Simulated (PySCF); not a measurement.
Numbering as in the mapped SMILES `[CH2:1]=[C:2]([Cl:3])[SiH2:4][O:5][SiH2:6][SiH2:7][CH3:8]`; H(Xn) means a hydrogen on atom n. Ha(C1) is cis to Cl3; Hb(C1) is trans to Cl3.

All values are calculated (PySCF 2.14.0 with density-fitted response routines): GFN2-xTB geometry, shielding tensors at PBE0/pcSseg-1 (GIAO). One averaged value for each set of equivalent atoms, a single conformation, relativity neglected, no solvent.

List the cross peaks expected in HSQC, COSY and HMBC spectra.

## Answers



HSQC (one-bond C–H):
```csv
δH,δC
6.24 (Ha(C1)),134.7 (C1)
5.98 (Hb(C1)),134.7 (C1)
-0.04 (H(C8)),-11.0 (C8)
```

COSY cross peaks (H two or three bonds apart, from the bond graph; peaks can be absent where the dihedral angle is near 90°):
```csv
δH,δH
6.24 (Ha(C1)),5.98 (Hb(C1))
5.70 (H(Si6)),4.31 (H(Si7))
4.31 (H(Si7)),-0.04 (H(C8))
```

HMBC (two and three bonds, from the bond graph):
```csv
δH,δC
6.24 (Ha(C1)),155.2 (C2)
5.98 (Hb(C1)),155.2 (C2)
5.70 (H(Si6)),-11.0 (C8)
5.06 (H(Si4)),"155.2 (C2), 134.7 (C1)"
4.31 (H(Si7)),-11.0 (C8)
```

Shifts are taken against calculated references (same method and geometry level): $^{1}$H (31.72 ppm), $^{13}$C (186.93 ppm) vs TMS.

Carbons that carry Cl, above all several Cl atoms, come out too deshielded, partly because spin–orbit coupling is missing. Shifts are as computed. Against solution values, carbons near 30 ppm lie about +3 ppm off and those near 130 ppm about +5 ppm; carbons on Cl a further +6 ppm. Of 1211 compounds with measured shifts, 218 miss one by over three times the rms of a fit or turn the order of signals round; such compounds aren't used in these exercises.
